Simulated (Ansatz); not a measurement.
Species: GaAs, charge 0, triplet. GaAs (SMILES [As]=[Ga], triplet).
B3LYP-D3(BJ)/def2-TZVP minimum from Ansatz (an electronic-structure program):
```xyz
2

Ga     0.0000     0.0000    -1.2139
As     0.0000     0.0000     1.1404
```
Charge 0, spin multiplicity 3.

Atomisation energy term by term, kcal/mol (programs: Ansatz). UHF or UKS for unpaired electrons; spin-orbit terms are left out. Cores are frozen in correlated methods (noble-gas shells, and filled d and f shells in the p block). No relativity. CBS(X,Y): correlation extrapolated as X^-3, Hartree-Fock from the larger set (Q,5: extrapolated as (X+1)exp(-9√X)). A bracket is a step between two methods taken in the basis named. For partners of very few electrons the exact lower level stands in for a higher one. The UHF reference of AsGa ([Ga]=[As], triplet) is spin-contaminated (<S^2> up to 0.08 over the pure value in the sets run). The determinant of AsGa ([Ga]=[As], triplet) is a saddle point of the SCF energy; a lower one exists, which strains HF and MP2.

| term | basis | kcal/mol |
|---|---|---|
| Hartree-Fock | CBS(cc-pVQZ,cc-pV5Z) | 9.18 |
| CCSD correlation | CBS(cc-pVQZ,cc-pV5Z) | 27.55 |
| (T) | CBS(cc-pVQZ,cc-pV5Z) | 4.38 |
| CCSDT(Q) - CCSD(T) | cc-pV5Z | 0.87 |
| CCSDTQ - CCSDT(Q) | cc-pVDZ | -0.07 |
| sum: De |  | 41.9 |

The step beyond CCSD(T) by other levels: CCSDTQ in cc-pVDZ 1.02; CCSDT(Q) in cc-pVDZ 1.09; CCSDT(Q) in cc-pVTZ 0.90; CCSDT(Q) in cc-pVQZ 0.88 kcal/mol.
